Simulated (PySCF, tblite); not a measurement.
Compound: C4H9B.
Atom-mapped SMILES: `[BH2:1][C:2](=[CH2:3])[CH2:4][CH3:5]` (hydrogens: H6, H7 on B1; H8, H9 on C3; H10, H11 on C4; H12, H13, H14 on C5)

Computed with GFN2-xTB (tblite), gas phase: Langevin dynamics at 300 K from the optimised GFN2-xTB geometry, time step 0.5 fs, friction 0.01 fs⁻¹, 2000 steps. Over the second half of the run the saved frames average 310 K.

Frame at 250 fs, instantaneous temperature 298 K:
```
atom  x, y, z in Å
B1      1.038   -0.955    1.396
C2     -0.235   -0.532    0.657
C3     -1.200    0.076    1.359
C4     -0.375   -1.020   -0.759
C5      0.436   -0.034   -1.711
H6      1.696   -1.853    0.908
H7      1.219   -0.673    2.495
H8     -2.095    0.346    0.794
H9     -1.163    0.515    2.353
H10    -1.370   -1.005   -1.262
H11    -0.007   -2.075   -0.772
H12     0.151   -0.409   -2.746
H13     1.475   -0.008   -1.606
H14    -0.042    0.908   -1.546
```

Frame at 425 fs, instantaneous temperature 288 K:
```
atom  x, y, z in Å
B1      1.150   -1.195    1.519
C2      0.001   -0.568    0.679
C3     -0.747    0.538    1.099
C4     -0.519   -1.275   -0.577
C5      0.492   -1.182   -1.742
H6      1.692   -2.315    1.353
H7      1.516   -0.623    2.470
H8     -1.778    0.664    0.695
H9     -0.373    1.216    1.935
H10    -1.515   -0.825   -0.790
H11    -0.731   -2.309   -0.342
H12     0.114   -1.523   -2.668
H13     1.358   -1.671   -1.425
H14     0.706   -0.093   -1.781
```

Frame at 625 fs, instantaneous temperature 287 K:
```
atom  x, y, z in Å
B1      0.901   -1.479    1.864
C2      0.309   -0.397    0.949
C3      0.355    0.896    1.305
C4     -0.481   -0.911   -0.245
C5      0.178   -0.727   -1.610
H6      0.277   -2.425    2.129
H7      1.912   -1.202    2.266
H8      0.006    1.622    0.605
H9      0.990    1.191    2.144
H10    -1.399   -0.387   -0.209
H11    -0.572   -1.992   -0.075
H12    -0.498   -0.843   -2.471
H13     1.040   -1.389   -1.772
H14     0.628    0.248   -1.860
```

Frame at 800 fs, instantaneous temperature 332 K:
```
atom  x, y, z in Å
B1      1.085   -1.717    1.670
C2      0.493   -0.468    1.071
C3      0.964    0.685    1.429
C4     -0.548   -0.540    0.005
C5      0.084   -0.588   -1.341
H6      0.930   -2.790    1.216
H7      1.817   -1.804    2.598
H8      0.659    1.646    0.995
H9      1.709    0.787    2.208
H10    -1.219    0.342    0.173
H11    -1.161   -1.394    0.189
H12    -0.735   -0.781   -2.059
H13     0.872   -1.267   -1.388
H14     0.445    0.411   -1.702
```

Frame at 1000 fs, instantaneous temperature 310 K:
```
atom  x, y, z in Å
B1      1.024   -1.857    1.691
C2      0.499   -0.427    1.210
C3      1.139    0.601    1.804
C4     -0.447   -0.187    0.066
C5     -0.004   -0.920   -1.193
H6      0.717   -2.915    1.234
H7      1.853   -2.082    2.508
H8      0.926    1.627    1.476
H9      1.739    0.601    2.707
H10    -0.484    0.882   -0.123
H11    -1.446   -0.473    0.443
H12    -0.240   -0.394   -2.090
H13    -0.447   -1.906   -1.274
H14     1.104   -1.035   -1.240
```

Problem. What do single points at PBE0/def2-SVPD (PySCF, gas phase, TDDFT, vertical, frozen core in the response) give on these frames?

Solution. 
| t (fs) | GFN2-xTB E above start (eV) | DFT E above lowest frame (eV) | HOMO (eV) | LUMO (eV) | dipole (D) | S1 (eV) | f(S1) |
| --- | --- | --- | --- | --- | --- | --- | --- |
| 250 | 0.55 | 0.21 | -7.86 | -1.98 | 1.19 | 4.97 | 0.021 |
| 425 | 0.59 | 0.15 | -7.69 | -2.21 | 1.25 | 4.72 | 0.063 |
| 625 | 0.53 | 0.32 | -7.47 | -1.87 | 0.85 | 4.64 | 0.075 |
| 800 | 0.41 | 0.09 | -8.04 | -1.89 | 1.31 | 4.99 | 0.021 |
| 1000 | 0.41 | 0.00 | -7.86 | -1.88 | 1.21 | 4.91 | 0.007 |

The two levels order the frames alike by energy but for pairs within 0.08 eV at one level; measured from each level's lowest frame they differ by 0.20 eV at most. The HOMO–LUMO gap runs from 5.48 to 6.15 eV. These are instantaneous structures, not minima.

What follows is the cost of the whole dynamics run. Hardware: one thread, Arm Neoverse N1 (aarch64) (shared host). Cost: 11 s, 0.18 GiB resident at most.
